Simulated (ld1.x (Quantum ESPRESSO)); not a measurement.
# Which setting gave this result? (hydrogen (H), TM semilocal)

Base potential:

```
Element                 : H
Generator               : ld1.x (Quantum ESPRESSO) 7.5
Type                    : norm-conserving Troullier–Martins (semilocal form)
Functional              : LDA (PZ)
Relativity              : scalar-relativistic
Frozen core             : none
Valence charge          : 1
Reference configuration : 1s0.5 (charge +0.5)
Partial waves           : 1s (bound): rc 1.25 bohr; 2p channel at 0.1 Ry: rc 1.05 bohr
Local potential         : the p channel
Core correction         : none
```

Cutoffs, loose and tight: the cutoffs (Ry, on a coarse ladder) from which the occupation-weighted sum of valence levels, in a spherical-Bessel basis at the reference potential, stays within 10 and 1 mRy of its value at 400 Ry. They do not see the model core or the augmentation charge, which bear on the density cutoff. Test errors are all-electron minus pseudo excitation energies from the reference, over the configurations 1s1 (two spin-polarised tests are not counted in the largest error); variants that change the core or the reference have their own tests.

Only the scale of all radii (base = 1) is moved:

| scale of all radii (base = 1) | cutoff, loose | cutoff, tight | bound ghosts |
| --- | --- | --- | --- |
| 0.76 | 21 Ry | 45 Ry | none |
| 0.86 | 18 Ry | 40 Ry | none |
| 0.99 | 18 Ry | 35 Ry | none |
| 1.13 | 15 Ry | 30 Ry | none |
| 1.35 | 12 Ry | 21 Ry | none |

Q: One more run gave cutoff, loose: 15 Ry; cutoff, tight: 25 Ry; bound ghosts: none. Which value of the scale of all radii (base = 1) was used?

A: 1.22. The tight cutoff moves one way along this sweep, from 45 Ry at 0.76 to 21 Ry at 1.35, which places the run between 1.13 and 1.35.
